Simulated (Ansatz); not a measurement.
A run for Ansatz (a first-principles code): R-CCSD(T)/aug-cc-pVTZ on BrHSe (SMILES [SeH]Br), atoms moved off the minimum. The run froze 28 orbitals, filled d shells among them.

Ansatz 0.2 input:
```yaml
crystal:
  periodic: [false, false, false]
  atoms:
    - {symbol: Se, position_ang: [-0.88591595, -0.58309395, 0.84305375]}
    - {symbol: H, position_ang: [-1.76614708, -0.88646892, -0.23924458]}
    - {symbol: Br, position_ang: [0.87464935, 0.73316496, -0.85002063]}
basis:
  gaussian:
    orbitals: aug-cc-pVTZ
magnetization: {spin_polarized: false}
correlation: {method: ccsd_t, electrons: outside_noble_gas}
scf: {lower_state_search: off}
output: {forces: true}
```

It printed:

```
WARN ansatz: RAYON_NUM_THREADS=1 ignored (pool sized by the plan → 1); use --threads N
Functional definition: HF
these checks for a lower state are left out or cut short: starts, cluster_reference, orbital_swaps, neighbouring_geometries, increment
integrals: 0.29 GiB planned
873 factors; integrals over basis functions are off by at most 1.2e-3 eV
mean field: 0.50 GiB planned
mean field evaluation 1: about -135318.9618 eV, gradient 1.2e1 eV
mean field evaluation 2: about -135318.9905 eV, gradient 1.2e1 eV
mean field evaluation 4: about -135319.5718 eV, gradient 1.8e0 eV
mean field evaluation 8: about -135319.5861 eV, gradient 1.3e-1 eV
mean field -135319.58630668 eV, -4972.9030738606 hartree, gradient 3.5e-6 eV, S^2 0.000000; 0 other end points of the search recorded, 0 dependent functions left out; unrestricted orbitals would lower it
28 core orbitals not correlated
reference -135319.58630668 eV, -4972.9030738606 hartree; 7, 7 occupied and 106, 106 virtual orbitals, 873 factors
densities: 0.82 GiB planned
second order -8.89505617 eV of doubles, -0.00000000 eV of singles
coupled cluster: 0.53 GiB planned
cycle   1  -9.49028541 eV  change   -6.0e-1 eV  update   8.1e-2
cycle   2  -9.75803026 eV  change   -2.7e-1 eV  update   3.0e-2
cycle   3  -9.83029523 eV  change   -7.2e-2 eV  update   1.7e-2
cycle   4  -9.82183598 eV  change    8.5e-3 eV  update   4.9e-3
cycle   5  -9.82197292 eV  change   -1.4e-4 eV  update   2.3e-3
cycle   6  -9.82222637 eV  change   -2.5e-4 eV  update   7.1e-4
cycle   7  -9.82223703 eV  change   -1.1e-5 eV  update   2.2e-4
cycle   8  -9.82230975 eV  change   -7.3e-5 eV  update   1.0e-4
cycle   9  -9.82230664 eV  change    3.1e-6 eV  update   4.6e-5
cycle  10  -9.82228037 eV  change    2.6e-5 eV  update   2.4e-5
cycle  11  -9.82228646 eV  change   -6.1e-6 eV  update   1.3e-5
cycle  12  -9.82228913 eV  change   -2.7e-6 eV  update   7.1e-6
cycle  13  -9.82229509 eV  change   -6.0e-6 eV  update   4.5e-6
cycle  14  -9.82229430 eV  change    7.9e-7 eV  update   2.1e-6
cycle  15  -9.82229229 eV  change    2.0e-6 eV  update   7.9e-7
perturbative correction -0.49953263 eV, -0.0183574857 hartree
the calculation of the forces begins
mean field evaluation 16: about -135319.5409 eV, gradient 5.5e-1 eV
Total energy: -135329.90813161 eV, -4973.2823939302 hartree
Atom 0 at    -0.885916    -0.583094     0.843054 Å, force     2.112191     1.291694    -0.468183 eV/Å
Atom 1 at    -1.766147    -0.886469    -0.239245 Å, force    -0.632864    -0.196505    -0.895673 eV/Å
Atom 2 at     0.874649     0.733165    -0.850021 Å, force    -1.479327    -1.095189     1.363856 eV/Å
Dipole moment:    -0.274800    -0.174530     0.096139 e Å
Checks for a lower state left out: starts, cluster_reference, orbital_swaps, neighbouring_geometries, increment
```

The calculation finished and met its thresholds.

Cost: about 70 core-seconds (a rough figure).
